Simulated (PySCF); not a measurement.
1-phenyl-1-propyne, C9H8.
Atom-mapped SMILES: `[CH3:1][C:2]#[C:3][c:4]1[cH:5][cH:6][cH:7][cH:8][cH:9]1`

Definitions: NICS(0) = −σiso at the ring centroid; NICS(1) = −σiso and NICS(1)zz = −σzz at ±1 Å along the ring normal z. Level: GIAO PBE0/pcSseg-1 (PySCF, non-relativistic, gas phase) on the GFN2-xTB geometry, one conformer.

Ring bond lengths (Å), with Mayer bond orders in brackets: C4–C5 1.395 (1.41), C5–C6 1.382 (1.45), C6–C7 1.386 (1.43), C7–C8 1.386 (1.43), C8–C9 1.381 (1.45), C9–C4 1.395 (1.41).

**Question.** What do the NICS probes read (ppm)?

**Answer.** 
```tsv
ring	type	NICS(0)	NICS(1), two faces	NICS(1)zz, two faces	rms pucker (Å)	centre to ring atoms, mean (Å)
C4–C5–C6–C7–C8–C9	6-membered carbocycle; formal bonds all aromatic	-8.5	-11.1 / -11.1	-27.6 / -27.6	0.00	1.39
```

**Question.** What can be read from them?

**Answer.** 
- C4–C5–C6–C7–C8–C9: mean NICS(1)zz -27.6 ppm, shielded, aromatic by this magnetic criterion (flat ring, no four-coordinate atom).

**Question.** And the bond-length index? Use HOMA with the parameters of Krygowski (1993).

**Answer.** 
- C4–C5–C6–C7–C8–C9: HOMA 0.99 = 1 − EN − GEO, with mean bond length 1.387 Å, EN = α(Ropt − mean)² = 0.000 and GEO = α × variance = 0.008. The geometric and the magnetic index point the same way.
